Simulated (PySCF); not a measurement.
A PySCF script (with the pyscf-properties extension) for the NMR shieldings of `C[Si@@H]1CCC[Si@@H]1P`, C4H13PSi2, on a PBE0-D3(BJ)/def2-SVP geometry:

```python
import basis_set_exchange as bse
import numpy as np
from pyscf import gto, dft
from pyscf.prop import nmr

atoms = """
C    -1.276810   -2.500748   -0.572364
Si   -0.933575   -1.322377    0.858346
C    -1.933867    0.297289    0.713784
C    -1.119522    1.329320   -0.081093
C     0.285982    1.521088    0.506432
Si    1.112948   -0.195042    0.630535
P     1.925177   -0.719063   -1.424247
H    -0.647035   -3.401418   -0.504095
H    -2.330892   -2.819727   -0.573002
H    -1.062807   -2.010941   -1.535179
H    -1.180367   -2.014366    2.163178
H    -2.118159    0.676882    1.734485
H    -2.923224    0.126034    0.258332
H    -1.026258    0.994152   -1.130493
H    -1.653709    2.294307   -0.121871
H     0.218721    1.942529    1.525281
H     0.881933    2.229835   -0.091014
H     2.137331   -0.272121    1.718772
H     2.428250   -1.998302   -1.034424
H     3.185764   -0.063108   -1.266821
"""
names = dict.fromkeys(["C", "Si", "P", "H"], "pcSseg-1")
basis = {el: gto.basis.parse(bse.get_basis(n, elements=[el], fmt="nwchem")) for el, n in names.items()}
mol = gto.M(atom=atoms, basis=basis, charge=0, verbose=0)
mf = dft.RKS(mol, xc="GGA_XC_KT3")
mf.grids.level = 2
mf.grids.alignment = dft.numint.BLKSIZE   # the property module wants whole blocks of grid points
mf.conv_tol = 1e-9
mf.kernel()

calc = nmr.RKS(mf)   # GIAO
sigma = calc.kernel()   # uncoupled for a functional without exact exchange
for i, s in enumerate(sigma):   # ppm
    w = np.linalg.eigvalsh((s + s.T) / 2)
    print("%2d %-2s iso %8.1f  s11 %8.1f  s22 %8.1f  s33 %8.1f" % (i, mol.atom_pure_symbol(i), w.mean(), *w))
```

Q: Give the expected output.

A: 
```
 0 C  iso    188.7  s11    182.2  s22    189.0  s33    194.8
 1 Si iso    398.3  s11    361.2  s22    404.6  s33    429.0
 2 C  iso    163.8  s11    154.5  s22    158.8  s33    178.0
 3 C  iso    155.1  s11    135.6  s22    164.2  s33    165.5
 4 C  iso    163.8  s11    153.4  s22    156.4  s33    181.7
 5 Si iso    406.5  s11    371.7  s22    406.9  s33    440.9
 6 P  iso    595.2  s11    530.3  s22    574.2  s33    681.0
 7 H  iso     31.3  s11     26.6  s22     29.0  s33     38.3
 8 H  iso     30.9  s11     26.0  s22     28.1  s33     38.8
 9 H  iso     31.0  s11     26.1  s22     30.8  s33     36.0
10 H  iso     27.3  s11     23.7  s22     25.1  s33     33.0
11 H  iso     30.8  s11     25.9  s22     28.3  s33     38.1
12 H  iso     30.1  s11     25.6  s22     27.9  s33     37.0
13 H  iso     29.9  s11     26.8  s22     28.0  s33     35.1
14 H  iso     29.0  s11     22.8  s22     27.4  s33     36.8
15 H  iso     30.7  s11     25.9  s22     28.1  s33     38.1
16 H  iso     30.0  s11     25.2  s22     28.1  s33     36.7
17 H  iso     26.9  s11     22.7  s22     24.9  s33     32.9
18 H  iso     29.9  s11     24.4  s22     27.9  s33     37.4
19 H  iso     29.5  s11     24.2  s22     26.6  s33     37.7
```

These numbers come from an equivalent density-fitted implementation of the same equations, which agrees with the script to about 0.01 ppm for H and up to a few tenths of a ppm for heavy atoms, so last digits may differ.

Q: Turn these shieldings into chemical shifts. Scale: 13C (182.31 ppm), 29Si (365.51 ppm), 1H (31.32 ppm) against TMS; 31P (332.35 ppm) against H3PO4 (reference shieldings calculated alike).

A: Averaging equivalent atoms: C 3: 27.2; C 2: 18.5; C 4: 18.5; C 0: -6.4; Si 1: -32.7; Si 5: -41.0; P 6: -262.8; H 17: 4.46; H 10: 4.06; H 14: 2.29; H 18/19: 1.62; H 13: 1.37; H 16: 1.30; H 12: 1.20; H 15: 0.64; H 11: 0.55; H 7/8/9: 0.25 ppm. Experimental scales use liquid or dissolved standards, which lie at an offset from isolated H3PO4.

Size and cost of the density-fitted run: 205 basis functions, 2.4 min wall time on 1 thread of an Intel Xeon, shared host; peak memory 0.86 GiB.
